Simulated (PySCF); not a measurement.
# OsH₃⁺: breathing scan

These are results of PySCF, UPBE0, basis Os def2-TZVP with ECP60, H def2-TZVP (scalar-relativistic core potentials, no spin–orbit coupling, density fitting), not measurements.

Rigid scan from the triplet minimum (Os–H 1.573 Å (×3); H–Os–H 52.7°, H–Os–H 87.0° (×2)). Coordinate: all bonds to the central atom scaled together. Energies in kJ/mol from the minimum.

(1) Predict the curve at 0.88, 0.92, 0.96, 1.00, 1.04, 1.08, 1.14, 1.22, 1.35.

## Answers

(1) 
```
scale of all bonds to the centre  E (kJ/mol)  dipole size (D, about the centre of mass)  ⟨S²⟩
                            0.88       140.9                                       1.20  2.01
                            0.92        56.3                                       1.14  2.01
                            0.96        12.7                                       1.06  2.01
                            1.00         0.0                                       0.96  2.01
                            1.04        10.4                                       0.86  2.02
                            1.08        38.0                                       0.75  2.03
                            1.14       101.3                                       0.60  2.05
                            1.22       209.1                                       0.43  2.11
                            1.35       395.7                                       0.42  2.50
```

Spin contamination is strong at 1.35, so these points are less reliable.

Open d and f shells are described by one determinant, and the ground state may have another occupation or spin. Spin–orbit coupling, left out here, can matter for elements this heavy.
